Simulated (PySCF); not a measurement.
# Fractional electron number in Ga (gallium, neutral)

The 4p alpha orbital of [Ar] 3d10 4s2 4p1 is emptied in steps (occupation f), with all orbitals relaxed, ending at [Ar] 3d10 4s2. Calculation: PySCF 2.14, in aug-pcseg-2 (7s6p4d2f, 59 functions); no relativity, point nucleus. The exact energy is a straight line in f; departures are measured from the line between the end points of the same method.

```json
{"f": "1", "UHF (eV)": "0.000", "LDA (eV)": "0.000", "PBE (eV)": "0.000", "PBE0 (eV)": "0.000", "r2SCAN (eV)": "0.000", "BHandHLYP (eV)": "0.000", "wB97X (eV)": "0.000", "CAM-B3LYP (eV)": "0.000", "MN15 (eV)": "0.000"}
{"f": "0.8", "UHF (eV)": "0.045", "LDA (eV)": "-0.505", "PBE (eV)": "-0.489", "PBE0 (eV)": "-0.355", "r2SCAN (eV)": "-0.468", "BHandHLYP (eV)": "-0.240", "wB97X (eV)": "-0.047", "CAM-B3LYP (eV)": "-0.197", "MN15 (eV)": "-0.306"}
{"f": "0.6", "UHF (eV)": "0.067", "LDA (eV)": "-0.766", "PBE (eV)": "-0.738", "PBE0 (eV)": "-0.533", "r2SCAN (eV)": "-0.700", "BHandHLYP (eV)": "-0.361", "wB97X (eV)": "-0.074", "CAM-B3LYP (eV)": "-0.297", "MN15 (eV)": "-0.456"}
{"f": "0.4", "UHF (eV)": "0.065", "LDA (eV)": "-0.773", "PBE (eV)": "-0.742", "PBE0 (eV)": "-0.532", "r2SCAN (eV)": "-0.693", "BHandHLYP (eV)": "-0.362", "wB97X (eV)": "-0.079", "CAM-B3LYP (eV)": "-0.298", "MN15 (eV)": "-0.451"}
{"f": "0.2", "UHF (eV)": "0.043", "LDA (eV)": "-0.518", "PBE (eV)": "-0.495", "PBE0 (eV)": "-0.352", "r2SCAN (eV)": "-0.451", "BHandHLYP (eV)": "-0.242", "wB97X (eV)": "-0.056", "CAM-B3LYP (eV)": "-0.199", "MN15 (eV)": "-0.296"}
{"f": "0", "UHF (eV)": "0.000", "LDA (eV)": "0.000", "PBE (eV)": "0.000", "PBE0 (eV)": "0.000", "r2SCAN (eV)": "0.000", "BHandHLYP (eV)": "0.000", "wB97X (eV)": "0.000", "CAM-B3LYP (eV)": "0.000", "MN15 (eV)": "0.000"}
```

```json
{"method": "UHF", "E(f=0) − E(f=1) (eV)": "5.576", "−ε at f=1 (eV)": "5.867", "−ε at f=0.4 (eV)": "5.515"}
{"method": "LDA", "E(f=0) − E(f=1) (eV)": "6.084", "−ε at f=1 (eV)": "2.974", "−ε at f=0.4 (eV)": "6.699"}
{"method": "PBE", "E(f=0) − E(f=1) (eV)": "6.001", "−ε at f=1 (eV)": "2.979", "−ε at f=0.4 (eV)": "6.609"}
{"method": "PBE0", "E(f=0) − E(f=1) (eV)": "6.025", "−ε at f=1 (eV)": "3.810", "−ε at f=0.4 (eV)": "6.480"}
{"method": "r2SCAN", "E(f=0) − E(f=1) (eV)": "6.153", "−ε at f=1 (eV)": "3.233", "−ε at f=0.4 (eV)": "6.786"}
{"method": "BHandHLYP", "E(f=0) − E(f=1) (eV)": "5.918", "−ε at f=1 (eV)": "4.423", "−ε at f=0.4 (eV)": "6.217"}
{"method": "wB97X", "E(f=0) − E(f=1) (eV)": "5.902", "−ε at f=1 (eV)": "5.617", "−ε at f=0.4 (eV)": "5.945"}
{"method": "CAM-B3LYP", "E(f=0) − E(f=1) (eV)": "6.047", "−ε at f=1 (eV)": "4.822", "−ε at f=0.4 (eV)": "6.291"}
{"method": "MN15", "E(f=0) − E(f=1) (eV)": "6.053", "−ε at f=1 (eV)": "4.135", "−ε at f=0.4 (eV)": "6.459"}
```

Orbital energy along the path (eV):

```csv
f,UHF,LDA,PBE,PBE0,r2SCAN,BHandHLYP,wB97X,CAM-B3LYP,MN15
1,-5.867,-2.974,-2.979,-3.810,-3.233,-4.423,-5.617,-4.822,-4.135
0.8,-5.741,-4.159,-4.147,-4.689,-4.398,-5.014,-5.714,-5.304,-4.911
0.6,-5.625,-5.406,-5.364,-5.583,-5.592,-5.613,-5.821,-5.795,-5.692
0.4,-5.515,-6.699,-6.609,-6.480,-6.786,-6.217,-5.945,-6.291,-6.459
0.2,-5.412,-8.018,-7.858,-7.360,-7.924,-6.822,-6.094,-6.791,-7.192
0,-5.316,-9.326,-9.089,-8.203,-8.808,-7.430,-6.262,-7.295,-7.855
```

Reference removal energy between the ground levels: 5.999 eV (measured; NIST Atomic Spectra Database, ionization energies). The calculation has no spin-orbit coupling. UHF lacks correlation.
